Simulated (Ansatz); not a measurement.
A nudged elastic band was laid between two geometries of Cl2FGeH + ClH (7 atoms, charge 0, multiplicity 1).

All numbers below come from Ansatz, RKS PBE0/def2-SVP.

```yaml
movable_images: 9
climbing_image: yes
spring: 5.0 eV/Å²
optimiser: quadratic models (default)
start_path: through a guess of the saddle point
force_threshold: 0.03 eV/Å
iteration_limit: 60
end_points: relaxed
```

Image 0:

```xyz
7
Properties=species:S:1:pos:R:3
Ge 0.316 0.000 -0.265
F -0.091 0.000 1.430
H 1.835 0.000 -0.365
Cl -0.566 1.743 -1.095
Cl -0.566 -1.743 -1.095
Cl -3.220 0.000 2.068
H -1.928 0.000 2.066
```

Image 10:

```xyz
7
Properties=species:S:1:pos:R:3
Ge -0.526 0.001 -0.462
F 0.032 -0.003 2.821
H 0.717 0.002 0.412
Cl -0.636 1.733 -1.705
Cl -0.636 -1.733 -1.702
Cl -2.302 0.002 0.780
H -0.869 -0.001 2.600
```

Which bonds break or form, and what moves?

Bonds broken: Ge1–F2, Cl6–H7. Bonds formed: Ge1–Cl6, F2–H7. Cl2FGeH + ClH becomes Cl3GeH + FH.

What energy profile does the band end with?

The run converged. The highest image is number 5 of 0 to 10, 99.2 kJ/mol above the first end and 105.0 kJ/mol above the last; the last end lies 5.8 kJ/mol below the first. A vibrational analysis at the climbing image gives one clearly imaginary mode, 459i cm⁻¹: a first-order saddle point. The orbitals stay closed-shell, which can raise the energy where a bond breaks towards radicals; this wasn't checked here.

| image | path coordinate (Å) | energy (kJ/mol) | Ge1–F2 (Å) | Cl6–H7 (Å) | Ge1–Cl6 (Å) |
| --- | --- | --- | --- | --- | --- |
| 0 | 0.00 | 0.0 | 1.74 | 1.29 | 4.24 |
| 1 | 0.40 | 0.6 | 1.74 | 1.29 | 3.96 |
| 2 | 0.80 | 4.8 | 1.75 | 1.29 | 3.59 |
| 3 | 1.20 | 23.9 | 1.77 | 1.31 | 3.19 |
| 4 | 1.60 | 64.5 | 1.83 | 1.35 | 2.81 |
| 5 | 2.00 | 99.2 | 1.98 | 1.55 | 2.54 |
| 6 | 2.37 | 75.7 | 2.21 | 1.78 | 2.35 |
| 7 | 2.74 | 43.8 | 2.49 | 1.94 | 2.24 |
| 8 | 3.11 | 17.1 | 2.78 | 2.04 | 2.19 |
| 9 | 3.47 | -0.5 | 3.05 | 2.15 | 2.18 |
| 10 | 3.84 | -5.8 | 3.33 | 2.32 | 2.17 |

What is the geometry of the highest image?


```xyz
7
Properties=species:S:1:pos:R:3
Ge -0.236 0.000 -0.072
F -0.052 0.000 1.902
H 1.294 0.000 -0.093
Cl -0.782 1.823 -1.051
Cl -0.782 -1.823 -1.051
Cl -2.476 0.000 1.128
H -1.187 0.000 1.982
```

What are the harmonic wavenumbers there?

459i, 23, 113, 153, 186, 297, 405, 463, 494, 756, 786, 863, 1006, 1488, 2201 cm⁻¹.

The band took 9 iterations and of the order of 6 core-minutes.

Run time: 3 min on 2 threads of Intel(R) Xeon(R) 6975P-C (Granite Rapids) (shared host), peak memory 0.31 GiB.
